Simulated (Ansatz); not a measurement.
The pair A = hydrogen isocyanide (SMILES [C-]#[NH+]) (first 3 atoms), B = CH4O (SMILES CO); geometry from B3LYP-D3(BJ)/def2-TZVP.
(charge 0, multiplicity 1):
```xyz
9

C     -0.1128    -0.6285    -0.2560
N     -0.1368    -0.1825     0.8177
H     -0.1669     0.1986     1.7661
C     -0.0939    -0.3342     4.4087
O     -0.1942     0.7123     3.4369
H      0.2602     0.0540     5.3659
H      0.6347    -1.0453     4.0253
H     -1.0493    -0.8454     4.5484
H     -0.8437     1.3617     3.7250
```

Correlated levels freeze the cores.

Run with Ansatz (a program for electronic structure) with Gaussian orbitals. Values without a source in brackets are computed.

Total energies (hartree), monomers frozen at their geometry in the pair:

```
structure              HF/aug-cc-pVDZ  PBE/def2-TZVPPD  CCSD(T)/aug-cc-pVDZ
---------------------  --------------  ---------------  -------------------
AB                       -207.9443692     -208.9719387         -208.6508763
A in the pair's basis     -92.8712860      -93.3237837          -93.1808272
B in the pair's basis    -115.0616498     -115.6341798         -115.4568198
A                         -92.8707212      -93.3236556          -93.1795489
B                        -115.0612719     -115.6341367         -115.4553643
```

**Question.** Work out the interaction energy without and with the counterpoise correction, and the superposition error, for each level.

**Answer.** 
E(AB) − E(A) − E(B), times 627.509 kcal/mol, with the monomers in their own basis and then in the pair's basis:
- HF/aug-cc-pVDZ: -7.77 uncorrected, -7.17 corrected; the monomers gain 0.59 kcal/mol from borrowed functions
- PBE/def2-TZVPPD: -8.88 uncorrected, -8.77 corrected; the monomers gain 0.11 kcal/mol from borrowed functions
- CCSD(T)/aug-cc-pVDZ: -10.02 uncorrected, -8.30 corrected; the monomers gain 1.72 kcal/mol from borrowed functions
